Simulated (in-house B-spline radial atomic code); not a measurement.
# Hf VII (Hf6+): [Ar] (3d3/2)4 (3d5/2)5 4s2 4p6 4d10 4f13 5s2 5p6 (with a hole in an inner shell)

All numbers are computed (Dirac-Hartree-Fock, average of the jj configuration; Fermi nucleus of rms radius 5.347 fm) with a B-spline radial code for spherical atoms, not measured.

Z_r = [3n² - l(l+1)]/(2<r>); Z_e = n√(-2ε); the last column is Slater's effective charge. Values are occupation-weighted means over j. An effective charge above Z reflects the relativistic contraction of the inner shells.

| shell | electrons | ε (eV) | <r> (bohr) | Z_r | Z_e | Slater |
| --- | --- | --- | --- | --- | --- | --- |
| 1s | 2 | -65914 | 0.01899 | 79.00 | 69.60 | 71.70 |
| 2s | 2 | -11536 | 0.07968 | 75.30 | 58.24 | 67.85 |
| 2p | 6 | -10204 | 0.07128 | 70.15 | 54.77 | 67.85 |
| 3s | 2 | -2781.9 | 0.2069 | 65.26 | 42.90 | 60.75 |
| 3p | 6 | -2371 | 0.2064 | 60.57 | 39.60 | 60.75 |
| 3d | 9 | -1866.4 | 0.1882 | 55.80 | 35.14 | 51.20 |
| 4s | 2 | -667.31 | 0.4639 | 51.73 | 28.01 | 45.10 |
| 4p | 6 | -527.71 | 0.4901 | 46.93 | 24.91 | 45.10 |
| 4d | 10 | -337.59 | 0.5241 | 40.07 | 19.92 | 33.85 |
| 5s | 2 | -162.85 | 1.088 | 34.47 | 17.30 | 16.20 |
| 4f | 13 | -127.72 | 0.5982 | 30.09 | 12.26 | 22.80 |
| 5p | 6 | -122.39 | 1.222 | 29.86 | 15.00 | 16.20 |

The least bound orbital is 5p3/2 at -119 eV, and it is also the most diffuse (<r> = 1.247 bohr). The part-filled 3d shell lies below the filled 5p shell in orbital energy.

For the 1s electron the small component carries 7.33 % of the norm, the zero-frequency Breit interaction raises the level by 222.4 eV, self-energy by 137.6 eV, and vacuum polarisation lowers it by 25.26 eV.
